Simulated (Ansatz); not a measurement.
`F[SiH2][Si](Cl)(Cl)Cl` + `[NH2][GeH3]` → `F[SiH2][NH][GeH3]` + trichlorosilane at 500 K and 1 bar (cleavage of the Si–Si bond).

Calculated with Ansatz (gas phase, PBE0-D4/def2-TZVP geometries, no zero-point term in ΔE). CCSD(T)/CBS is the MP2 limit (def2-TZVPP, def2-QZVPP) plus CCSD(T) − MP2 in def2-TZVPP, frozen cores. This one scheme is used for every species. For Ge outer-core shells are correlated without core-valence functions, which leaves a few kJ/mol of doubt a bond. Scalar relativity is left out up to krypton. Each species was taken in one conformer, which may not be the lowest.

| species | CCSD(T)/CBS energy (Eh) | H − E (kJ/mol) | S (J/(mol·K)) |
| --- | --- | --- | --- |
| `F[SiH2][Si](Cl)(Cl)Cl` | -2058.70441 | 122.1 | 478.9 |
| `[NH2][GeH3]` | -2133.81884 | 158.0 | 315.9 |
| `F[SiH2][NH][GeH3]` | -2523.39267 | 204.1 | 418.8 |
| `Cl[SiH](Cl)Cl` | -1669.16736 | 70.1 | 357.1 |

H − E and S are ideal-gas, rigid-rotor, harmonic terms from PBE0-D4/def2-TZVP, for one conformer and one mirror image of each species. 1 Eh = 2625.50 kJ/mol, R = 8.31446 J/(mol·K).

Problem. By hand: ΔE, ΔH, ΔS and ΔG.

Solution. ΔE = (-2523.39267) + (-1669.16736) − (-2058.70441) − (-2133.81884) = -0.03678 Eh = -96.6 kJ/mol. Δ(H − E) = 204.1 + 70.1 − 122.1 − 158.0 = -5.9, so ΔH = -102.5 kJ/mol. ΔS = 418.8 + 357.1 − 478.9 − 315.9 = -18.9 J/(mol·K). ΔG = -102.5 − 500 × (-18.9)/1000 = -93.0 kJ/mol.

Problem. By hand: the equilibrium constant, and the temperature at which ΔG would vanish if ΔH and ΔS stayed fixed.

Solution. log₁₀ K = −ΔG/(RT ln 10) = 9.7. ΔG = 0 at ΔH/ΔS = 5423 K, far beyond where these terms or the molecules hold.

ΔH outweighs TΔS. A doubt of 5 kJ/mol in ΔE shifts log₁₀ K by 0.5 here. Other conformers and mirror images would add mixing entropy, several J/(mol·K) or more a flexible species. Modes under 60 cm⁻¹, often nearly free rotors, make the harmonic entropy too high. These are equilibria of isolated gas molecules and say nothing of rates. Largest T1 diagnostic: 0.012 (customary marks: 0.02 for closed shells, 0.045 for open ones).
